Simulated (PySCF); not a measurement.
# First hyperpolarisability: 1,1,1-trichlorotrifluoroethane (SMILES FC(F)(F)C(Cl)(Cl)Cl)

Molfile (atoms numbered from 1):
```
C2Cl3F3
     RDKit          3D

  8  7  0  0  0  0  0  0  0  0999 V2000
   -1.1196    0.9710    0.9738 F   0  0  0  0  0  0  0  0  0  0  0  0
   -0.6706    0.4347   -0.1488 C   0  0  0  0  0  0  0  0  0  0  0  0
   -1.6107   -0.3474   -0.6536 F   0  0  0  0  0  0  0  0  0  0  0  0
   -0.4138    1.4038   -1.0119 F   0  0  0  0  0  0  0  0  0  0  0  0
    0.6188   -0.3915    0.1304 C   0  0  0  0  0  0  0  0  0  0  0  0
    1.8433    0.6898    0.7993 Cl  0  0  0  0  0  0  0  0  0  0  0  0
    0.2248   -1.6668    1.2856 Cl  0  0  0  0  0  0  0  0  0  0  0  0
    1.1769   -1.0887   -1.3920 Cl  0  0  0  0  0  0  0  0  0  0  0  0
  1  2  1  0
  2  3  1  0
  2  4  1  0
  2  5  1  0
  5  6  1  0
  5  7  1  0
  5  8  1  0
M  END
```

Computed, not measured: quadratic response CAM-B3LYP/aug-cc-pVDZ first hyperpolarisability, Taylor convention, gas phase in PySCF. Geometry: PBE0-D3(BJ)/def2-SVP.

Problem. Give β for the processes computed.

Solution. In au, Taylor convention; the vector part is βᵢ = ⅓ Σⱼ (βᵢⱼⱼ + βⱼᵢⱼ + βⱼⱼᵢ); β∥ is 3/5 of the vector part along the dipole, the dipole points from − to +:
| process | λ (nm) | β vector norm | β∥ | β HRS | depolarisation ratio |
| --- | --- | --- | --- | --- | --- |
| static β(0;0,0) | ∞ | 99.7 | -59.8 | 36.5 | 8.91 |
| second harmonic β(−2ω;ω,ω) | 1907 | 102.0 | -61.2 | 37.3 | 8.91 |
| Pockels β(−ω;ω,0) | 1907 | 100.5 | -60.3 | – | – |
| second harmonic β(−2ω;ω,ω) | 1064 | 107.5 | -64.5 | 39.3 | 8.94 |
| Pockels β(−ω;ω,0) | 1064 | 102.2 | -61.3 | – | – |

Problem. Which lowest excitations, dipole and polarisabilities go with it?

Solution. S1 6.58 eV (f = 0.000); S2 7.03 eV (f = 0.017); S3 7.03 eV (f = 0.017); dipole 0.59 D; isotropic α 67.4 au static, 67.6 au at 1907 nm, 67.9 au at 1064 nm, 68.0 au at 953.5 nm, 69.2 au at 532 nm.
